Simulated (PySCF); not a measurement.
C5H9NO2Si2.
Atom-mapped SMILES: `[O:1]=[CH:2][c:3]1[cH:4][cH:5][o:6][c:7]1[N:8]([SiH3:9])[SiH3:10]`

Cartesian coordinates in Å at the GFN2-xTB level; atoms count from 1:
```xyz
19
C5H9NO2Si2 angstrom
O      0.478   -1.181    2.086
C      1.472   -0.587    1.624
C      1.427    0.172    0.462
C      2.445    0.862   -0.282
C      1.868    1.272   -1.424
O      0.547    0.899   -1.478
C      0.268    0.244   -0.342
N     -0.929   -0.244   -0.150
Si    -1.987   -0.185   -1.550
Si    -1.446   -0.708    1.522
H      2.431   -0.697    2.144
H      3.459    1.010    0.026
H      2.241    1.815   -2.269
H     -3.150   -0.973   -1.181
H     -2.297    1.217   -1.828
H     -1.241   -0.795   -2.651
H     -1.552   -2.163    1.552
H     -2.885   -0.357    1.298
H     -1.157    0.409    2.434
```

NICS is the negative of the GIAO shielding at a point without a nucleus: at the ring centre (0) and 1 Å above and below it (1); zz is the component along the ring normal. Level: GIAO PBE0/pcSseg-1 (PySCF, non-relativistic, gas phase) on the GFN2-xTB geometry, one conformer.

Ring bond lengths (Å), with Mayer bond orders in brackets: C3–C4 1.437 (1.14), C4–C5 1.344 (1.72), C5–O6 1.375 (0.97), O6–C7 1.341 (1.07), C7–C3 1.412 (1.26).

**Question.** What do the NICS probes read (ppm)?

**Answer.** 
```csv
ring,type,NICS(0),"NICS(1), two faces","NICS(1)zz, two faces",rms pucker (Å),"centre to ring atoms, mean (Å)"
C3–C4–C5–O6–C7,5-membered ring with O; formal bonds all aromatic,-8.2,-6.9 / -6.7,-14.3 / -14.2,0.00,1.18
```

**Question.** What can be read from them?

**Answer.** 
- C3–C4–C5–O6–C7: mean NICS(1)zz -14.2 ppm, shielded.

**Question.** How equal are the bonds by HOMA? HOMA = 1 − mean of α(R − Ropt)² over the ring bonds, with Krygowski's 1993 parameters (CC: Ropt 1.388 Å, α 257.7 Å⁻²; CO: Ropt 1.265 Å, α 157.38 Å⁻²).

**Answer.** 
- C3–C4–C5–O6–C7: HOMA 0.18; the largest term is that of C5–O6, α(R − Ropt)² = 1.89.

**Question.** What is the mean of the two in-plane components of NICS at the first NICS(1) probe listed for ring C3–C4–C5–O6–C7, 1 Å off the ring?

**Answer.** The isotropic value is a third of the trace: (3 × -6.9 − (-14.3))/2 = -3.2 ppm.

**Question.** Give the inner angles of the rings and the Hirshfeld charges of the ring atoms.

**Answer.** 
- C3–C4–C5–O6–C7: C3 105.2° (-0.081 e), C4 106.4° (-0.079 e), C5 111.3° (+0.002 e), O6 107.4° (-0.044 e), C7 109.7° (+0.161 e); sum 540.0° against 540° for a flat convex ring.

**Question.** What are the shieldings of the ring atoms and their hydrogens in the same run (means over atoms taken as equivalent)?

**Answer.** 
```
atoms                        environment  σ isotropic (ppm)  principal values of the symmetric part, first atom (ppm)
   C3        substituted aromatic carbon               81.0                                         12.2, 80.4, 150.3
   C4                 aromatic CH carbon               70.9                                        -20.3, 75.0, 158.1
   C5  aromatic CH next to a ring oxygen               47.8                                        -26.3, 67.7, 102.0
   O6                  furan-type oxygen               54.6                                        -59.3, 25.2, 198.1
   C7   aromatic carbon bearing nitrogen                9.4                                          -60.7, 6.8, 82.0
  H12                  aromatic hydrogen              25.21                                          23.9, 25.3, 26.4
  H13                  aromatic hydrogen              24.94                                          22.0, 25.6, 27.2
```

On Arm Neoverse N1, one thread, shared host with 64 logical CPUs at a one-minute load of 58, this took 1.9 min wall and 1.1 GiB of memory at its peak. This is the whole shielding run at PBE0/pcSseg-1, SCF included.
